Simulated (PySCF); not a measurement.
A side-by-side comparison of computed properties.

First species: C₁₀H₁₄.
SMILES: `CCCCc1ccccc1`

Second species: C9H12O2S.
Numbering: `[CH:1]#[C:2][C@@H:3]1[CH2:4][C@:5]2([CH3:6])[CH2:7][CH2:8][C@H:9]1[S:10]2(=[O:11])=[O:12]` (hydrogens: H13 on C1; H14 on C3; H15, H16 on C4; H17, H18, H19 on C6; H20, H21 on C7; H22, H23 on C8; H24 on C9)

Levels: CAM-B3LYP/def2-SVPD for HOMO energy, LUMO energy, HOMO–LUMO gap and static isotropic polarisability; TDDFT CAM-B3LYP/def2-SVPD for lowest singlet excitation; TDA CAM-B3LYP/def2-SVPD for lowest triplet excitation (Tamm–Dancoff). Geometries: PBE0-D3(BJ)/def2-SVP. Each structure is a single optimised conformer of the isolated species, non-relativistic unless stated; the electronic structure was computed with PySCF and density fitting.

Dipoles, sizes and rotational constants follow the conformer. The torsions of the flexible species, by atom-mapped SMILES:
- `[CH3:1][CH2:2][CH2:3][CH2:4][c:5]1[cH:6][cH:7][cH:8][cH:9][cH:10]1`: C1–C2–C3–C4 180°, C2–C3–C4–C5 -64°, C3–C4–C5–C6 100°

The conformers of `C#C[C@@H]1C[C@]2(C)CC[C@H]1S2(=O)=O` aren't listed.

Values for the first species:

```
HOMO energy                              : -8.16 eV
LUMO energy                              : 0.84 eV
HOMO–LUMO gap                            : 9.00 eV
Lowest singlet excitation                : 5.40 eV
Lowest triplet excitation (Tamm–Dancoff) : 4.05 eV
Static isotropic polarisability          : 116.3 au
```

(1) Estimate the same properties for the second species, and the change in each.

## Answers

(1) 
```
                                property     first    second  second less first
                             HOMO energy  -8.16 eV  -9.12 eV           -0.96 eV
                             LUMO energy   0.84 eV   0.93 eV           +0.09 eV
                           HOMO–LUMO gap   9.00 eV  10.05 eV           +1.05 eV
               lowest singlet excitation   5.40 eV   6.46 eV           +1.06 eV
lowest triplet excitation (Tamm–Dancoff)   4.05 eV   5.33 eV           +1.28 eV
         static isotropic polarisability  116.3 au  120.8 au            +4.5 au
```

On the first: The polarisability is 17.24 Å³ as a volume (1 au = 0.148185 Å³), or 1.57 au for each of the 74 electrons. The principal polarisabilities are 91.8, 116.4 and 140.7 au; their mean is the isotropic value.

On the second: The polarisability is 17.90 Å³ as a volume (1 au = 0.148185 Å³), or 1.23 au for each of the 98 electrons. The vertical singlet–triplet gap S1 − T1 is 1.13 eV (TDDFT singlet less Tamm–Dancoff triplet).
